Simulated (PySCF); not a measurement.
A geometry optimisation on In(NH2)3 (`[NH2][In]([NH2])[NH2]`).

Computed with PBE0-D3(BJ)/def2-SVP geometry optimisation, gas phase, def2 core potentials past Kr (PySCF 2.14.0). Start geometry: GFN2-xTB. A driver script takes a list of jobs; this job's settings line and coordinates (Å) are shown.

Input:
```
{"job": {"xc": "PBE0", "basis": "def2-SVP", "d3": "d3bj", "grid": 1, "maxiter": 30, "shake": 0.03, "kind": "geom"}, "charge": 0, "multiplicity": 1}
In     0.055980    -0.078360    -0.042050
N      2.014180    -0.013540    -0.296300
H      2.406410    -0.841160     0.064250
H      2.577460     0.802760     0.144260
N     -1.031800     1.745950    -0.283270
H     -1.929810     1.778160     0.221280
H     -0.467380     2.550340     0.107810
N     -0.978770    -1.749860    -0.287010
H     -0.555690    -2.535790     0.219240
H     -1.965930    -1.735240     0.156180
```

Output:
```
step   0  E = -357.66475838  max force = 0.058842
step   1  E = -357.67971217  max force = 0.010982
step   2  E = -357.68102754  max force = 0.004843
step   3  E = -357.68136291  max force = 0.002273
step   4  E = -357.68152238  max force = 0.001512
step   5  E = -357.68158910  max force = 0.000754
step   6  E = -357.68160483  max force = 0.000395
step   7  E = -357.68160947  max force = 0.000181
optimisation converged
```

Energies in Eh; «max force» is the largest Cartesian gradient component in Eh/bohr.

**Question.** Give the first gradient maximum in eV/Å.

**Answer.** With 1 Eh/bohr = 51.422 eV/Å, 3.026 eV/Å.

**Question.** How much energy does the optimisation release, in eV?

**Answer.** E(step 0) − E(last step) = 0.016851 Eh, which is 0.459 eV.

In short: final energy -357.68161 Eh after 7 steps; dipole 3.05 D.

**Question.** Where do the atoms end?

**Answer.** 0.072 Å rms from the input after alignment:
```
atom  x, y, z in Å
In1    0.0124   -0.0091   -0.0655
N2     2.0397   -0.0194   -0.2756
H3     2.5241   -0.8587    0.0307
H4     2.5368    0.7860    0.0943
N5    -0.9985    1.7543   -0.2056
H6    -1.9290    1.7800    0.2018
H7    -0.5000    2.5902    0.0864
N8    -1.0187   -1.7619   -0.1904
H9    -0.5626   -2.5874    0.1880
H10   -1.9795   -1.7507    0.1402
```

Hardware: an Arm Neoverse V1 with one thread, no GPU, shared host. Cost: 32 s wall, 0.37 GiB resident at most.
Labels such as C1 count atoms from 1, the log's own numbers from 0.
